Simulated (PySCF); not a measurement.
Electron correlation in B (boron, neutral)

[He] 2s2 3d1, 2D determinant (an excited configuration). Computed with PySCF 2.14 in x2c-QZVPPall with one added diffuse shell each of s, p, d, f type (8s5p4d3f1g, 73 functions), with the spin-free X2C one-electron Hamiltonian (Gaussian nucleus). Frozen: 1s2; 3 electrons correlated.

| level | correlation energy (mhartree) |
| --- | --- |
| CCSD | -56.00 |
| (T) | -5.63 |
| CCSD(T) | -61.63 |

Diagnostics: T1 = 0.036, D1 = 0.0836, largest double amplitude 0.367.

Task: Is a single reference adequate?

Result: Not fully. The outer electron is Rydberg-like, and this basis confines it to a smaller radius and binds it less than a complete one would. T1 exceeds 0.03, a sign that the reference determinant is poor. A double-excitation amplitude exceeds 0.15, a sign of near-degeneracy.
